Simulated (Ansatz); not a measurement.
Job for Ansatz (a first-principles code): R-CCSD(T)/def2-TZVPP on SF-, 2S+1 = 1, a spin state set in the input, which need not be the lowest, a point of a bond scan (R = 1.728 Å). Charge -1.

Ansatz 0.2 input:
```yaml
crystal:
  periodic: [false, false, false]
  atoms:
    - {symbol: F, position_ang: [0.00000000, 0.00000000, 0.00000000]}
    - {symbol: S, position_ang: [0.00000000, 0.00000000, 1.72773400]}
basis:
  gaussian:
    orbitals: def2-TZVPP
    pivot_positions_ang: [[0.00000000, 0.00000000, 0.00000000], [0.00000000, 0.00000000, 1.72773400]]
total_charge: -1
magnetization: {spin_polarized: false}
correlation: {method: ccsd_t, electrons: valence}
output: {orbitals: {seedname: ./end}}
```

The log:

```
WARN ansatz: RAYON_NUM_THREADS=1 ignored (pool sized by the plan → 1); use --threads N
Functional definition: HF
integrals: 0.04 GiB planned
499 factors; integrals over basis functions are off by at most 4.1e-4 eV
mean field: 0.12 GiB planned
mean field evaluation 1: about -13521.6592 eV, gradient 3.7e1 eV
mean field evaluation 2: about -13521.6606 eV, gradient 3.7e1 eV
mean field evaluation 4: about -13524.1295 eV, gradient 2.5e0 eV
mean field evaluation 8: about -13524.1523 eV, gradient 9.1e-4 eV
mean field evaluation 16: about -13524.1504 eV, gradient 2.7e-1 eV
mean field -13524.15228416 eV, -497.0034294434 hartree, gradient 1.6e-6 eV, S^2 0.000000; 0 other end points of the search recorded, 0 dependent functions left out
6 core orbitals not correlated
reference -13524.15228416 eV, -497.0034294434 hartree; 7, 7 occupied and 60, 60 virtual orbitals, 499 factors
second order -11.61425933 eV of doubles, -0.00000000 eV of singles
coupled cluster: 0.12 GiB planned
cycle   1  -11.73617037 eV  change   -1.2e-1 eV  update   8.1e-2
cycle   2  -12.02760564 eV  change   -2.9e-1 eV  update   2.7e-2
cycle   3  -12.10862512 eV  change   -8.1e-2 eV  update   1.4e-2
cycle   4  -12.09863082 eV  change    1.0e-2 eV  update   3.3e-3
cycle   5  -12.09919826 eV  change   -5.7e-4 eV  update   1.4e-3
cycle   6  -12.09969369 eV  change   -5.0e-4 eV  update   4.0e-4
cycle   7  -12.09944693 eV  change    2.5e-4 eV  update   1.4e-4
cycle   8  -12.09945058 eV  change   -3.7e-6 eV  update   3.8e-5
cycle   9  -12.09946715 eV  change   -1.7e-5 eV  update   1.1e-5
perturbative correction -0.42994510 eV, -0.0158001909 hartree
Total energy: -13536.68169641 eV, -497.4638768508 hartree
```

The run converged.

Cost: around 1.5 core-seconds (rough).
